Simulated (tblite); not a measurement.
C8H15P.
Geometry (GFN2-xTB, Å), atoms numbered from 1 in this order:
```xyz
24
C8H15P angstrom
C      0.646    2.337    1.812
C      0.338    1.250    1.398
P     -0.145   -0.396    0.973
C      1.324   -0.811   -0.132
C      1.613    0.193   -1.240
C      2.535   -0.971    0.785
C     -1.468    0.088   -0.278
C     -2.651    0.667    0.492
C     -1.893   -1.132   -1.087
H      0.921    3.301    2.128
H      1.096   -1.789   -0.578
H      2.545   -0.070   -1.740
H      1.719    1.195   -0.827
H      0.825    0.204   -1.990
H      2.792   -0.014    1.236
H      3.396   -1.333    0.226
H      2.321   -1.678    1.586
H     -1.068    0.862   -0.944
H     -3.433    0.986   -0.196
H     -3.070   -0.080    1.165
H     -2.339    1.526    1.084
H     -1.069   -1.521   -1.682
H     -2.240   -1.922   -0.422
H     -2.708   -0.872   -1.762
```

Method: GFN2-xTB as coded in tblite; computed harmonic values from a numerical Hessian at the method's own geometry, unscaled. The method is semi-empirical: single wavenumbers can be off by several per cent or more. One conformer, not necessarily the lowest.

Harmonic wavenumbers (cm⁻¹): 59.5, 71.7, 101.9, 115.3, 142.3, 199.2, 208.6, 217.8, 224.9, 249.4, 273.3, 284.8, 323.6, 336.1, 370.5, 418.3, 454.8, 620.2, 637.8, 655.5, 674.8, 690.2, 924.5, 929.1, 938.3, 944.3, 981.5, 983.7, 1038.4, 1043.3, 1124.1, 1140.8, 1166.2, 1168.5, 1230.5, 1246.3, 1294.5, 1299.3, 1403.1, 1408.7, 1417.2, 1419.4, 1490.6, 1492.1, 1494.3, 1494.8, 1500.9, 1502.7, 1504.6, 1507.0, 2188.7, 2893.8, 2910.1, 3004.1, 3005.3, 3009.4, 3010.2, 3012.5, 3013.6, 3018.4, 3022.8, 3024.0, 3025.5, 3027.0, 3036.3, 3364.5.

A = 1672, B = 1130, C = 841.0 MHz; mass 142.091 u (most abundant isotopes); point group C1, symmetry number 1.

Problem. What is the zero-point energy?

Solution. ½Σν̃ = 44993 cm⁻¹ = 538.23 kJ/mol.

Problem. Entropy at 298.15 K, 1 bar (ideal gas, RRHO, classical rotation)?

Solution. Translation 170.67, rotation 124.24, vibration 164.43: S = 459.3 J/(mol K).

Problem. And Cp and H(298.15 K) − H(0)?

Solution. Cp = 201.73 J/(mol K), of which vibrations give 168.47 (their classical limit is 66 R = 548.8); H(298.15 K) − H(0) = 36.43 kJ/mol without the zero-point energy, 26.52 from vibrations.

Problem. What must be added to the electronic energy to get the Gibbs energy at 298.15 K and 1 bar?

Solution. ZPE + [H(298.15 K) − H(0)] − T·S = 538.23 + 36.43 − 136.95 = 437.71 kJ/mol.

Problem. Blend soft modes into free rotors: weight 1/[1 + (100 cm⁻¹/ν̃)⁴] for the oscillator and the rest for a rotor with moment μB/(μ + B), μ = h/(8π²ν), B = 10⁻⁴⁴ kg m². What vibrational entropy results?

Solution. 155.37 J/(mol K) in place of 164.43, which changes −T·S at 298.15 K by +2.70 kJ/mol.

Problem. Which modes carry the vibrational entropy at 298.15 K?

Solution. 59.5 cm⁻¹: 18.72; 71.7 cm⁻¹: 17.18; 101.9 cm⁻¹: 14.30; 115.3 cm⁻¹: 13.30; 142.3 cm⁻¹: 11.60; 199.2 cm⁻¹: 8.96 J/(mol K); the other 60 give 80.38 together.

Hindered rotation and anharmonicity are outside this model. Other conformers, if any are populated, would add a mixing term that is left out. The structure is chiral; the term R ln 2 for an equal mix with its mirror image is left out.

Hardware: one thread of an Arm Neoverse V1, no GPU, on a shared host. This covers the Hessian and the dipole derivatives.
